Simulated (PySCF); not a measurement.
InCl3, SMILES [Cl][In]([Cl])[Cl].

Geometry: PBE0-D3(BJ)/def2-SVP. The isomer is the one that the SMILES or the coordinates give; other isomers of the formula were not compared. The def2 effective core potentials stand for the cores of In; spin–orbit coupling is left out.

Level of theory: PBE/def2-TZVPD (PySCF).

Gas-phase values at a fixed geometry.

Computed frontier levels, gap, dipole moment and polarisability:
The highest occupied level comes out as -8.05 eV, the lowest empty level comes out as -4.04 eV and the orbital gap comes out as 4.01 eV. The dipole moment is 0.00 D and the quadrupole, principal values (traceless, Buckingham form, about the centre of nuclear charge) is -4.02, -4.02, 8.04 D·Å. The mean static polarisability is 83.3 bohr³ (12.34 Å³). The polarisability, principal values is 58.3, 95.8, 95.8 bohr³.
